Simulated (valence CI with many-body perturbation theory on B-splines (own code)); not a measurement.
# Level structure of Mn²⁺

Method: valence CI with perturbative core correlation (CI+MBPT): five valence electrons over a frozen Dirac-Fock core [Ar], radial functions for each j: 7 s, 7 p, 8 d, 6 f, 4 g, 1 h, with the one-electron correlation potential Σ1 (screened to all orders), the two-electron term Σ2, the three-electron term Σ3, Breit, model QED; selected single and double excitations, second order for the rest, scaled by the run's own slope (own B-spline code, finite nucleus).

Set against measurement, 31 paired levels are off by 1379 cm⁻¹ on average, the worst by 5552. These come from a selection out of Corliss and Sugar, J. Phys. Chem. Ref. Data 6, 1253 (1977). Levels without a partner in it may be off by more, other configurations by 1,000 to 8,000 cm⁻¹. Among the levels kept, up to 3000 cm⁻¹ of a level comes from second order outside the variational space, and about a tenth of that is noise between levels of different J, which matters for small intervals. Only levels of the ground parity were solved; by the run's estimate the other parity begins above the list, which can be wrong where configurations are misplaced.

Levels 1 to 34 of 34, with energies above the lowest level, 3d⁵ ⁶S_5/2. "Leading %" is the weight of the configuration and term that name the level; weights of strongly mixed levels are sums over their largest components and can fall short, so below about 35 % the name and the second component can differ from the true leading terms, or belong to a minority configuration. In the jj column 3d3/2^4 stands for four electrons in 3d with j = 3/2. Lifetimes count E1, E2, E3, M1 and M2 decay at the calculated energies, and are blank where another channel may lead or the interval is too uncertain; long ones can be off by a factor of two.

```
No.  Configuration  Term     J  E (cm⁻¹)  Leading %                 Leading jj  Second component  Lifetime
  1            3d⁵    ⁶S   5/2       0.0         99     3d3/2^2 3d5/2^3 (42 %)                            
  2            3d⁵    ⁴G  11/2     26056         98     3d3/2^2 3d5/2^3 (51 %)                            
  3            3d⁵    ⁴G   9/2     26079         98     3d3/2^2 3d5/2^3 (65 %)                            
  4            3d⁵    ⁴G   5/2     26081         98     3d3/2^2 3d5/2^3 (39 %)                            
  5            3d⁵    ⁴G   7/2     26091         98     3d3/2^2 3d5/2^3 (43 %)                            
  6            3d⁵    ⁴P   5/2     29288         94     3d3/2^3 3d5/2^2 (29 %)                      2.03 s
  7            3d⁵    ⁴P   3/2     29326         96     3d3/2^2 3d5/2^3 (52 %)                      3.13 s
  8            3d⁵    ⁴P   1/2     29355         97     3d3/2^2 3d5/2^3 (52 %)                     50600 s
  9            3d⁵    ⁴D   7/2     31939         98     3d3/2^2 3d5/2^3 (54 %)                            
 10            3d⁵    ⁴D   1/2     31980         97     3d3/2^2 3d5/2^3 (78 %)                            
 11            3d⁵    ⁴D   3/2     32015         96       3d3/2 3d5/2^4 (45 %)                      35.8 s
 12            3d⁵    ⁴D   5/2     32016         95     3d3/2^2 3d5/2^3 (42 %)                            
 13            3d⁵    ²I  11/2     37641         98     3d3/2^2 3d5/2^3 (47 %)                            
 14            3d⁵    ²I  13/2     37642         98     3d3/2^2 3d5/2^3 (98 %)                     18000 s
 15            3d⁵    ²D   5/2     41173         73       3d3/2^4 3d5/2 (37 %)       24 % 3d⁵ ²F    2.94 s
 16            3d⁵    ²D   3/2     41509         92     3d3/2^2 3d5/2^3 (60 %)        6 % 3d⁵ ⁴F    6.46 s
 17            3d⁵    ²F   7/2     42412         96     3d3/2^2 3d5/2^3 (35 %)                      3.70 s
 18            3d⁵    ²F   5/2     42837         51     3d3/2^2 3d5/2^3 (48 %)       36 % 3d⁵ ⁴F          
 19            3d⁵    ⁴F   9/2     42992         96     3d3/2^2 3d5/2^3 (53 %)                      2.56 s
 20            3d⁵    ⁴F   7/2     43030         95     3d3/2^3 3d5/2^2 (42 %)                      2.61 s
 21            3d⁵    ⁴F   3/2     43103         92       3d3/2 3d5/2^4 (41 %)        6 % 3d⁵ ²D    2.41 s
 22            3d⁵    ⁴F   5/2     43152         60             3d5/2^5 (38 %)       23 % 3d⁵ ²F          
 23            3d⁵    ²H   9/2     45544         91     3d3/2^2 3d5/2^3 (62 %)        6 % 3d⁵ ²G    5.90 s
 24            3d⁵    ²H  11/2     45682         97       3d3/2 3d5/2^4 (56 %)                            
 25            3d⁵    ²G   7/2     46974         97     3d3/2^2 3d5/2^3 (64 %)                            
 26            3d⁵    ²G   9/2     47116         91       3d3/2 3d5/2^4 (50 %)        6 % 3d⁵ ²H          
 27            3d⁵    ²F   5/2     50348         98     3d3/2^2 3d5/2^3 (55 %)                            
 28            3d⁵    ²F   7/2     50400         98     3d3/2^2 3d5/2^3 (37 %)                      11.2 s
 29            3d⁵    ²S   1/2     55460         98     3d3/2^3 3d5/2^2 (39 %)                            
 30          3d⁴4s    ⁶D   1/2     56905         96  3d3/2^2 3d5/2^2 4s (44 %)                     13.1 ms
 31          3d⁴4s    ⁶D   3/2     57124         96    3d3/2^3 3d5/2 4s (39 %)                     12.9 ms
 32          3d⁴4s    ⁶D   5/2     57358         96  3d3/2^2 3d5/2^2 4s (60 %)                     12.7 ms
 33          3d⁴4s    ⁶D   7/2     57577         96    3d3/2 3d5/2^3 4s (44 %)                     12.5 ms
 34          3d⁴4s    ⁶D   9/2     57838         96    3d3/2 3d5/2^3 4s (44 %)                     12.3 ms
```

Names give the largest LS component (configuration and term), which can be under half, so a name can repeat, a term be missing and a line seem to break the LS rules; names also repeat where a configuration has a term twice.

Where two levels of one J and parity lie close, their mixing, g and order are uncertain.

The ionisation energy to 3d⁴ ⁵D0 of the next ion comes out as 32.788 eV (NIST: 33.668 ± 0.012 eV (measured), further off than twice its uncertainty). All 34 levels together are meant to be complete up to 59357 cm⁻¹.
